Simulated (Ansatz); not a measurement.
This geometry of GaH3 + H3P (8 atoms, charge 0, multiplicity 1) is a first-order saddle point.

Level of theory: Ansatz, RKS r2SCAN/def2-SVP.

```xyz
8
Properties=species:S:1:pos:R:3
Ga 0.013 -0.278 0.018
H -0.205 0.140 1.661
H 1.436 0.163 -0.384
H -1.385 -0.261 -0.637
P 0.253 -2.667 1.151
H -0.585 -3.044 0.061
H 1.472 -2.705 0.414
H -0.050 -0.958 1.619
```

Question: Which two structures does it join? (They come from a converged band through this point; their orientation in space is the band's.)

Answer: Bonds broken: Ga1–H2, P5–H8. Bonds formed: Ga1–P5, H2–H8. GaH3 + H3P becomes GaH4P + H2.

Initial state:

```xyz
8
Properties=species:S:1:pos:R:3
Ga 0.070 0.042 0.079
H 0.492 0.606 1.477
H 1.159 -0.227 -1.012
H -1.447 -0.058 -0.294
P 0.169 -3.029 1.116
H -0.133 -2.728 -0.248
H 1.333 -2.199 1.147
H -0.693 -2.015 1.638
```

Final state:

```xyz
8
Properties=species:S:1:pos:R:3
Ga 0.099 -0.702 -0.081
H -0.363 0.598 1.864
H 1.346 0.235 -0.211
H -1.317 -0.258 -0.573
P 0.365 -2.836 0.800
H -0.448 -3.461 -0.193
H 1.594 -3.089 0.120
H -0.327 -0.097 2.178
```

Question: How far does it lie above each of them?

Answer: 0.88 eV above the first and 1.11 eV above the second. This is the barrier of this one path; another mechanism may lie lower. The orbitals stay closed-shell, which can raise the energy where a bond breaks towards radicals; this wasn't checked here.

Time of the run: 2.8 min on 2 threads of Arm Neoverse V2, on a shared host, peak memory 0.14 GiB.
